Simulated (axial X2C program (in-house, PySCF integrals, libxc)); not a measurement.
## Worked dissociation energy of SrI⁺: PBE0, with spin–orbit coupling

Calculated with an in-house relativistic program for diatomic molecules. Two-component (2c) means X2C with spin–orbit coupling and atomic mean-field two-electron Coulomb terms, the Gaunt term switched off. Basis: I dyall-v2z [9s9p7d], Sr dyall-v2z [10s11p7d] (cores contracted in-house); Gaussian nuclei, density fitting, unrestricted open shells. Masses: I 126.904 u, Sr 87.906 u.

Molecular state: Ω = 0 (closed shell).

* E(I) (2M_J = 3): -7118.363455 hartree
* E(Sr+) (2M_J = 1): -3179.482350 hartree
* E(SrI⁺) at Re: -10297.953780 hartree
* ωe: 215.1 cm⁻¹
* ωexe: 0.365 cm⁻¹

Problem. Work out De and D0.

Solution. De = -7118.363455 + (-3179.482350) − (-10297.953780) = 0.10797 hartree = 2.938 eV. The zero-point energy is ωe/2 − ωexe/4 = 107 cm⁻¹ = 0.013 eV, so D0 = 2.925 eV.

Occupations by symmetry block were frozen at the best pattern of an incomplete PBE0 search. Closed shells are restricted here (equal orbitals for both partners); the stretched side of such a curve lies too high. Dissociation energies refer to the lowest single-determinant-based atoms at the same level and basis. Without a current term, density functionals place determinants with orbital angular momentum somewhat too high.

Each atomic determinant is the lowest at this level and need not be a pure J level. Totals compare only within one Hamiltonian and basis.
